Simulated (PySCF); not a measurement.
## Calculated data, Al2H3O, AlH2O2, AlH4O2, Al2H4O2 and others

Calculation on a computer-drawn molecule: the log of a Hartree-Fock and frozen-core CCSD(T) single point meant for a local Hartree-Fock minimum, with one planted fault or none, to be diagnosed. Offsets are logged minus clean, where the clean run is the same molecule without the fault. The reference is restricted for singlets and unrestricted otherwise, and also for a bond in bohr or an excited solution. Adding or removing an electron swaps singlet and doublet. The excited solution moves the top pair (singlet) or top alpha electron (doublet) to the lowest empty orbital. Highest occupied and lowest empty are orbital energies over both spins, largest force is the largest gradient component, triples share is (T) over the correlation energy, the T1 limit is 0.02 restricted and 0.045 unrestricted, electrons count all cores, a negative frequency is imaginary (commonest isotopes), and the dipole is about the centre of nuclear charge. Program: PySCF 2.14.0.

Common to all runs: logged SCF converged yes; logged SCF stable within its kind yes; possible faults no fault, one electron removed, one electron added, multiplicity raised by two, geometry at a saddle point, SCF held on an excited solution, minimal basis STO-3G, one bond length entered in bohr, all coordinates scaled.

(1) Al2H3O

Logged structure:
```xyz
6
Al2H3O
O      1.1777     2.6196    -0.1024
Al     0.3166     1.3840    -0.6721
Al    -1.1347    -0.6962    -1.6326
H      1.6812     3.3415     0.2311
H     -0.9339    -0.8540    -3.1655
H     -1.9312    -1.3928    -0.4946
```

```
meant charge                         : 1
meant multiplicity                   : 1
meant basis                          : cc-pV(D+d)Z
logged electrons                     : 36
logged basis functions               : 75
logged spin squared                  : 2.0019
logged highest occupied              : -12.233 eV
logged lowest empty                  : -7.3906 eV
logged largest force                 : 0.011391 hartree/bohr
logged T1 diagnostic                 : 0.02749
logged D1 diagnostic                 : 0.086829
logged triples share                 : 0.022493
logged CC converged                  : yes
logged dipole magnitude              : 0.72515 debye
logged energy HF                     : -560.13155 hartree
logged energy CCSD(T)                : -560.44159 hartree
planted fault                        : multiplicity raised by two
HF energy offset from clean run      : 78.7 kcal/mol
CCSD(T) energy offset from clean run : 89.83 kcal/mol
```

Drawn bonds:
| atom | other atom | order |
| --- | --- | --- |
| 1 | 2 | 1 |
| 2 | 3 | 1 |
| 1 | 4 | 1 |
| 3 | 5 | 1 |
| 3 | 6 | 1 |

(2) AlH2O2

Logged structure:
```xyz
5
AlH2O2
O      2.1375    -0.7766     0.4047
Al     1.6425     0.6098    -0.1816
O      1.1475     1.9961    -0.7682
H      2.4312    -1.6027     0.7536
H      0.8529     2.8218    -1.1174
```

```
meant charge                         : 1
meant multiplicity                   : 1
meant basis                          : cc-pV(D+d)Z
logged electrons                     : 29
logged basis functions               : 61
logged spin squared                  : 0.7551
logged highest occupied              : -25.695 eV
logged lowest empty                  : -15.746 eV
logged largest force                 : 0.15174 hartree/bohr
logged T1 diagnostic                 : 0.054653
logged D1 diagnostic                 : 0.29109
logged triples share                 : 0.021291
logged CC converged                  : yes
logged dipole magnitude              : 5.8196 debye
logged energy HF                     : -391.99429 hartree
logged energy CCSD(T)                : -392.38411 hartree
planted fault                        : one electron removed
HF energy offset from clean run      : 409.3 kcal/mol
CCSD(T) energy offset from clean run : 437.3 kcal/mol
```

Drawn bonds:
| atom | other atom | order |
| --- | --- | --- |
| 1 | 2 | 1 |
| 2 | 3 | 1 |
| 1 | 4 | 1 |
| 3 | 5 | 1 |

Notes: T1 above single-reference limit.

(3) AlH4O2

Logged structure:
```xyz
7
AlH4O2
O      2.1815    -1.5772     0.7467
Al     1.1015    -0.2441     0.2765
O      0.5395    -0.4637    -1.3970
H      1.7995    -2.4365     0.7317
H      1.9843     1.1308     0.4221
H     -0.2464    -0.2249     1.2112
H      1.2114    -0.4732    -2.0550
```

```
meant charge                    : -1
meant multiplicity              : 1
meant basis                     : aug-cc-pV(D+d)Z
logged electrons                : 34
logged basis functions          : 114
logged spin squared             : 2.0327
logged highest occupied         : 0.66584 eV
logged lowest empty             : 0.28313 eV
logged largest force            : 0.083599 hartree/bohr
logged dipole magnitude         : 8.9655 debye
logged energy HF                : -393.951 hartree
planted fault                   : multiplicity raised by two
HF energy offset from clean run : 111.3 kcal/mol
```

Drawn bonds:
| atom | other atom | order |
| --- | --- | --- |
| 1 | 2 | 1 |
| 2 | 3 | 1 |
| 1 | 4 | 1 |
| 2 | 5 | 1 |
| 2 | 6 | 1 |
| 3 | 7 | 1 |

Notes: coupled-cluster numbers left out as unreliable; highest electron not bound in this basis.

(4) Al2H3O

Logged structure:
```xyz
6
Al2H3O
O     -0.5948    -1.2895    -1.2959
Al     1.0688    -1.6213    -1.3943
Al     2.6464     0.4458    -1.2415
H     -1.3033    -1.9107    -1.2501
H      1.5202    -3.1454    -1.3939
H      3.2248     1.2568    -2.4883
```

```
meant charge                         : 0
meant multiplicity                   : 2
meant basis                          : cc-pV(D+d)Z
logged electrons                     : 37
logged basis functions               : 75
logged spin squared                  : 3.7579
logged highest occupied              : -6.5187 eV
logged lowest empty                  : -1.3144 eV
logged largest force                 : 0.024545 hartree/bohr
logged T1 diagnostic                 : 0.028864
logged D1 diagnostic                 : 0.12476
logged triples share                 : 0.024013
logged CC converged                  : yes
logged dipole magnitude              : 3.1126 debye
logged energy HF                     : -560.37149 hartree
logged energy CCSD(T)                : -560.69661 hartree
planted fault                        : multiplicity raised by two
HF energy offset from clean run      : 58.75 kcal/mol
CCSD(T) energy offset from clean run : 65.97 kcal/mol
```

Drawn bonds:
| atom | other atom | order |
| --- | --- | --- |
| 1 | 2 | 1 |
| 2 | 3 | 1 |
| 1 | 4 | 1 |
| 2 | 5 | 1 |
| 3 | 6 | 1 |

(5) Al2H4O2

Logged structure:
```xyz
8
Al2H4O2
O     -1.3170    -3.2484     1.0301
Al    -1.5928    -2.2832     2.4026
Al     0.0890    -0.3394     2.7810
O     -0.4923     1.2230     2.4451
H     -1.8345    -3.9795     0.7338
H     -2.8446    -2.6636     3.3062
H      1.5927    -0.4516     3.2853
H     -0.0160     2.0348     2.5100
```

```
meant charge                         : 0
meant multiplicity                   : 1
meant basis                          : cc-pV(D+d)Z
logged electrons                     : 47
logged basis functions               : 94
logged spin squared                  : 0.7603
logged highest occupied              : 0.49009 eV
logged lowest empty                  : 5.9719 eV
logged largest force                 : 0.034044 hartree/bohr
logged T1 diagnostic                 : 0.016062
logged D1 diagnostic                 : 0.04262
logged triples share                 : 0.021997
logged CC converged                  : yes
logged dipole magnitude              : 1.1701 debye
logged energy HF                     : -635.97087 hartree
logged energy CCSD(T)                : -636.53025 hartree
planted fault                        : one electron added
HF energy offset from clean run      : 20.05 kcal/mol
CCSD(T) energy offset from clean run : 11.08 kcal/mol
```

Drawn bonds:
| atom | other atom | order |
| --- | --- | --- |
| 1 | 2 | 1 |
| 2 | 3 | 1 |
| 3 | 4 | 1 |
| 1 | 5 | 1 |
| 2 | 6 | 1 |
| 3 | 7 | 1 |
| 4 | 8 | 1 |

Notes: highest electron not bound in this basis.

(6) AlBH6OSi

Logged structure:
```xyz
10
AlBH6OSi
O     -1.6570     1.4751    -0.4412
Al    -0.6964     0.2676     0.2614
B      0.9591     0.9345     1.4414
Si     2.8586     1.3346     0.8067
H     -2.4161     1.3791    -0.9918
H     -1.0623    -1.2531    -0.0038
H      0.8091     1.0976     2.6269
H      3.7951     0.3867     1.4690
H      3.2456     2.7180     1.1879
H      3.0499     1.1994    -0.6606
```

```
meant charge                         : 0
meant multiplicity                   : 1
meant basis                          : cc-pV(D+d)Z
logged electrons                     : 46
logged basis functions               : 34
logged spin squared                  : 0
logged highest occupied              : -7.3413 eV
logged lowest empty                  : 6.711 eV
logged largest force                 : 0.064352 hartree/bohr
logged T1 diagnostic                 : 0.014708
logged D1 diagnostic                 : 0.058755
logged triples share                 : 0.020438
logged CC converged                  : yes
logged dipole magnitude              : 1.4107 debye
logged energy HF                     : -626.30227 hartree
logged energy CCSD(T)                : -626.49112 hartree
planted fault                        : minimal basis STO-3G
HF energy offset from clean run      : 4773 kcal/mol
CCSD(T) energy offset from clean run : 4968 kcal/mol
```

Drawn bonds:
| atom | other atom | order |
| --- | --- | --- |
| 1 | 2 | 1 |
| 2 | 3 | 1 |
| 3 | 4 | 1 |
| 1 | 5 | 1 |
| 2 | 6 | 1 |
| 3 | 7 | 1 |
| 4 | 8 | 1 |
| 4 | 9 | 1 |
| 4 | 10 | 1 |

(7) AlBH6OSi

Logged structure:
```xyz
10
AlBH6OSi
O     -1.6570     1.4751    -0.4412
Al    -0.6964     0.2676     0.2614
B      0.9591     0.9345     1.4414
Si     2.8586     1.3346     0.8067
H     -2.4161     1.3791    -0.9918
H     -1.3878    -2.6062    -0.2397
H      0.8091     1.0976     2.6269
H      3.7951     0.3867     1.4690
H      3.2456     2.7180     1.1879
H      3.0499     1.1994    -0.6606
```

```
meant charge                         : 0
meant multiplicity                   : 1
meant basis                          : cc-pV(D+d)Z
logged electrons                     : 46
logged basis functions               : 104
logged spin squared                  : 0.8499
logged highest occupied              : -7.8683 eV
logged lowest empty                  : 0.71683 eV
logged largest force                 : 0.010027 hartree/bohr
logged T1 diagnostic                 : 0.047566
logged D1 diagnostic                 : 0.22965
logged triples share                 : 0.029036
logged CC converged                  : yes
logged dipole magnitude              : 1.1817 debye
logged energy HF                     : -633.8109 hartree
logged energy CCSD(T)                : -634.30283 hartree
planted fault                        : one bond length entered in bohr, row 5 of the drawn bonds
HF energy offset from clean run      : 60.99 kcal/mol
CCSD(T) energy offset from clean run : 66.35 kcal/mol
```

Drawn bonds:
| atom | other atom | order |
| --- | --- | --- |
| 1 | 2 | 1 |
| 2 | 3 | 1 |
| 3 | 4 | 1 |
| 1 | 5 | 1 |
| 2 | 6 | 1 |
| 3 | 7 | 1 |
| 4 | 8 | 1 |
| 4 | 9 | 1 |
| 4 | 10 | 1 |

Notes: T1 above single-reference limit.

(8) Al2H3O2

Logged structure:
```xyz
7
Al2H3O2
O      0.1159     0.7701     3.0877
Al    -0.5716     1.3702     1.5429
O      0.1444     0.3828     0.1052
Al     0.9879    -0.7047    -0.9497
H      0.0041     1.0136     4.0693
H     -1.6700     2.5808     1.1892
H      1.7762    -1.7276    -1.9893
```

```
meant charge                         : 1
meant multiplicity                   : 1
meant basis                          : cc-pV(D+d)Z
logged electrons                     : 44
logged basis functions               : 89
logged spin squared                  : 0
logged highest occupied              : -15.975 eV
logged lowest empty                  : -4.3932 eV
logged largest force                 : 0.068273 hartree/bohr
logged T1 diagnostic                 : 0.021481
logged D1 diagnostic                 : 0.049418
logged triples share                 : 0.024559
logged CC converged                  : yes
logged dipole magnitude              : 7.1666 debye
logged energy HF                     : -635.18617 hartree
logged energy CCSD(T)                : -635.71042 hartree
planted fault                        : all coordinates scaled, by +7.9 %
HF energy offset from clean run      : 25.08 kcal/mol
CCSD(T) energy offset from clean run : 15.65 kcal/mol
```

Drawn bonds:
| atom | other atom | order |
| --- | --- | --- |
| 1 | 2 | 1 |
| 2 | 3 | 1 |
| 3 | 4 | 1 |
| 1 | 5 | 1 |
| 2 | 6 | 1 |
| 4 | 7 | 1 |

Notes: T1 above single-reference limit.

(9) Al2H3O2

Logged structure:
```xyz
7
Al2H3O2
O      0.1074     0.7137     2.8616
Al    -0.5297     1.2699     1.4299
O      0.1338     0.3548     0.0975
Al     0.9155    -0.6531    -0.8802
H      0.0038     0.9394     3.7714
H     -1.5477     2.3918     1.1022
H      1.6461    -1.6011    -1.8437
```

```
meant charge                         : 1
meant multiplicity                   : 1
meant basis                          : cc-pV(D+d)Z
logged electrons                     : 44
logged basis functions               : 89
logged spin squared                  : 0
logged highest occupied              : -16.418 eV
logged lowest empty                  : -3.9472 eV
logged largest force                 : 2.484e-05 hartree/bohr
logged lowest frequency              : 69.03 cm⁻¹
logged T1 diagnostic                 : 0.01737
logged D1 diagnostic                 : 0.039092
logged triples share                 : 0.020835
logged CC converged                  : yes
logged dipole magnitude              : 6.5615 debye
logged energy HF                     : -635.22615 hartree
logged energy CCSD(T)                : -635.73535 hartree
planted fault                        : no fault
HF energy offset from clean run      : 0 kcal/mol
CCSD(T) energy offset from clean run : 0 kcal/mol
```

Drawn bonds:
| atom | other atom | order |
| --- | --- | --- |
| 1 | 2 | 1 |
| 2 | 3 | 1 |
| 3 | 4 | 1 |
| 1 | 5 | 1 |
| 2 | 6 | 1 |
| 4 | 7 | 1 |

(10) AlH4O2Si

Logged structure:
```xyz
8
AlH4O2Si
O      0.5499     2.1599    -0.5174
Al     0.2625     1.0439     0.7071
O     -0.6131    -0.3601     0.3976
Si    -1.4304    -1.7706     0.2778
H      0.2865     2.1382    -1.4218
H      0.8261     1.3422     2.1314
H     -0.7925    -2.6460    -0.7388
H     -2.8402    -1.5125    -0.1124
```

```
meant charge            : 0
meant multiplicity      : 2
meant basis             : cc-pV(D+d)Z
logged electrons        : 47
logged basis functions  : 94
logged spin squared     : 3.7629
logged highest occupied : -3.7928 eV
logged lowest empty     : -2.3774 eV
logged largest force    : 0.12854 hartree/bohr
logged dipole magnitude : 7.5833 debye
logged energy HF        : -682.76697 hartree
planted fault           : ?
```

Drawn bonds:
| atom | other atom | order |
| --- | --- | --- |
| 1 | 2 | 1 |
| 2 | 3 | 1 |
| 3 | 4 | 1 |
| 1 | 5 | 1 |
| 2 | 6 | 1 |
| 4 | 7 | 1 |
| 4 | 8 | 1 |

Notes: coupled-cluster numbers left out as unreliable.

Q: Give the missing planted fault for AlH4O2Si (entry 10).
A: multiplicity raised by two

Further results for AlH4O2Si (entry 10):

```
HF energy offset from clean run : 168.8 kcal/mol
```
